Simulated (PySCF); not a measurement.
Basis-set dependence of population analyses: `[SiH3]O[SiH2]Cl`

Compound: ClH5OSi2.
Numbering: `[SiH3:1][O:2][SiH2:3][Cl:4]` (hydrogens: H5, H6, H7 on Si1; H8, H9 on Si3)

PBE0 throughout (PySCF), one geometry, spherical d and f functions. The structure is a single PBE0-D3(BJ)/def2-SVP conformer in the gas phase; no vibrational or solvent corrections. Atoms taken as equivalent share a column and are averaged.

Mulliken charges (e):

```
        basis  functions     Si1      O2     Si3     Cl4  H5/H6/H7   H8/H9
       STO-3G         37  +0.668  -0.521  +0.795  -0.381    -0.119  -0.102
        6-31G         58  +0.857  -0.957  +0.962  -0.328    -0.114  -0.096
     pcSseg-0         58  +0.804  -1.028  +1.052  -0.416    -0.088  -0.074
       6-31G*         78  +0.597  -0.668  +0.730  -0.292    -0.078  -0.067
      cc-pVDZ         93  +0.448  -0.507  +0.563  -0.238    -0.056  -0.049
     def2-SVP         93  +0.575  -0.579  +0.726  -0.283    -0.089  -0.086
  aug-cc-pVDZ        149  -0.154  -0.997  +0.299  -0.394    +0.224  +0.287
6-311+G(2d,p)        162  +0.674  -0.983  +0.845  -0.249    -0.062  -0.051
    def2-TZVP        172  +0.289  -0.394  +0.462  -0.252    -0.023  -0.018
      cc-pVTZ        202  +0.276  -0.329  +0.424  -0.232    -0.028  -0.027
     IGLO-III        217  +0.861  -0.653  +1.049  -0.398    -0.171  -0.173
```

IAO charges (e):

```csv
basis,functions,Si1,O2,Si3,Cl4,H5/H6/H7,H8/H9
STO-3G,37,+0.777,-0.700,+0.859,-0.325,-0.129,-0.112
6-31G,58,+0.695,-0.793,+0.855,-0.308,-0.091,-0.088
pcSseg-0,58,+0.692,-0.796,+0.862,-0.305,-0.090,-0.091
6-31G*,78,+0.834,-0.857,+1.002,-0.329,-0.129,-0.131
cc-pVDZ,93,+0.824,-0.854,+0.997,-0.326,-0.127,-0.130
def2-SVP,93,+0.843,-0.853,+1.009,-0.320,-0.134,-0.138
aug-cc-pVDZ,149,+0.826,-0.862,+1.002,-0.331,-0.126,-0.129
"6-311+G(2d,p)",162,+0.861,-0.882,+1.032,-0.332,-0.135,-0.137
def2-TZVP,172,+0.872,-0.887,+1.048,-0.334,-0.138,-0.142
cc-pVTZ,202,+0.857,-0.879,+1.034,-0.334,-0.134,-0.138
IGLO-III,217,+0.869,-0.885,+1.039,-0.330,-0.137,-0.140
```

Hirshfeld charges (e):

```json
{"basis": "STO-3G", "functions": "37", "Si1": "+0.455", "O2": "-0.317", "Si3": "+0.565", "Cl4": "-0.314", "H5/H6/H7": "-0.083", "H8/H9": "-0.071"}
{"basis": "6-31G", "functions": "58", "Si1": "+0.395", "O2": "-0.357", "Si3": "+0.433", "Cl4": "-0.163", "H5/H6/H7": "-0.065", "H8/H9": "-0.056"}
{"basis": "pcSseg-0", "functions": "58", "Si1": "+0.412", "O2": "-0.337", "Si3": "+0.450", "Cl4": "-0.166", "H5/H6/H7": "-0.074", "H8/H9": "-0.068"}
{"basis": "6-31G*", "functions": "78", "Si1": "+0.379", "O2": "-0.307", "Si3": "+0.407", "Cl4": "-0.146", "H5/H6/H7": "-0.070", "H8/H9": "-0.062"}
{"basis": "cc-pVDZ", "functions": "93", "Si1": "+0.381", "O2": "-0.292", "Si3": "+0.405", "Cl4": "-0.132", "H5/H6/H7": "-0.075", "H8/H9": "-0.069"}
{"basis": "def2-SVP", "functions": "93", "Si1": "+0.388", "O2": "-0.293", "Si3": "+0.407", "Cl4": "-0.124", "H5/H6/H7": "-0.077", "H8/H9": "-0.073"}
{"basis": "aug-cc-pVDZ", "functions": "149", "Si1": "+0.389", "O2": "-0.323", "Si3": "+0.415", "Cl4": "-0.126", "H5/H6/H7": "-0.074", "H8/H9": "-0.067"}
{"basis": "6-311+G(2d,p)", "functions": "162", "Si1": "+0.392", "O2": "-0.322", "Si3": "+0.412", "Cl4": "-0.124", "H5/H6/H7": "-0.074", "H8/H9": "-0.067"}
{"basis": "def2-TZVP", "functions": "172", "Si1": "+0.385", "O2": "-0.310", "Si3": "+0.406", "Cl4": "-0.122", "H5/H6/H7": "-0.074", "H8/H9": "-0.068"}
{"basis": "cc-pVTZ", "functions": "202", "Si1": "+0.382", "O2": "-0.304", "Si3": "+0.406", "Cl4": "-0.126", "H5/H6/H7": "-0.074", "H8/H9": "-0.068"}
{"basis": "IGLO-III", "functions": "217", "Si1": "+0.378", "O2": "-0.309", "Si3": "+0.399", "Cl4": "-0.114", "H5/H6/H7": "-0.073", "H8/H9": "-0.067"}
```

ESP-fitted charges (e):

```
        basis  functions     Si1      O2     Si3     Cl4  H5/H6/H7   H8/H9
       STO-3G         37  +0.463  -0.356  +0.716  -0.361    -0.084  -0.104
        6-31G         58  +0.638  -0.602  +0.753  -0.310    -0.102  -0.087
     pcSseg-0         58  +0.757  -0.648  +0.924  -0.344    -0.136  -0.140
       6-31G*         78  +0.435  -0.337  +0.400  -0.204    -0.075  -0.034
      cc-pVDZ         93  +0.348  -0.264  +0.287  -0.161    -0.059  -0.016
     def2-SVP         93  +0.431  -0.314  +0.381  -0.170    -0.080  -0.043
  aug-cc-pVDZ        149  +0.351  -0.242  +0.252  -0.153    -0.064  -0.009
6-311+G(2d,p)        162  +0.340  -0.238  +0.222  -0.141    -0.060  -0.002
    def2-TZVP        172  +0.344  -0.225  +0.235  -0.139    -0.064  -0.011
      cc-pVTZ        202  +0.355  -0.234  +0.257  -0.147    -0.067  -0.015
     IGLO-III        217  +0.327  -0.200  +0.156  -0.115    -0.061  +0.007
```

Q: Which scheme is steadiest as the basis changes?

A: Largest range over the bases for any column: IAO 0.19 e, Hirshfeld 0.20 e, ESP-fitted 0.77 e, Mulliken 1.01 e. IAO and Hirshfeld charges move least and Mulliken charges most, counted in e. Without the minimal STO-3G basis the ranges are IAO 0.19, Hirshfeld 0.07, ESP-fitted 0.77, Mulliken 1.01 e.

Q: How much do the charges still move between the two largest bases, cc-pVTZ and IGLO-III?

A: At most, over all atoms: Mulliken 0.625 e, IAO 0.013 e, Hirshfeld 0.012 e, ESP-fitted 0.101 e.

Q: What do the same runs give for the total energy, the frontier levels and the dipole moment?

A: 
| basis | energy (Eh) | HOMO (eV) | LUMO (eV) | μ (D) |
| --- | --- | --- | --- | --- |
| STO-3G | -1104.2777 | -4.78 | 4.94 | 2.44 |
| 6-31G | -1116.8522 | -8.61 | 0.06 | 1.44 |
| pcSseg-0 | -1115.6276 | -8.73 | 0.16 | 1.50 |
| 6-31G* | -1116.9898 | -8.69 | 0.14 | 1.23 |
| cc-pVDZ | -1117.0452 | -8.62 | 0.22 | 1.00 |
| def2-SVP | -1116.6648 | -8.64 | 0.33 | 0.88 |
| aug-cc-pVDZ | -1117.0568 | -8.70 | -0.42 | 1.01 |
| 6-311+G(2d,p) | -1117.1141 | -8.76 | -0.40 | 0.92 |
| def2-TZVP | -1117.1319 | -8.76 | -0.17 | 0.90 |
| cc-pVTZ | -1117.1347 | -8.74 | -0.05 | 0.95 |
| IGLO-III | -1117.1239 | -8.71 | -0.01 | 0.79 |

The dipole is fixed by the density alone, so its range of 1.65 D shows that the density itself changes with the basis, not only its division among atoms.
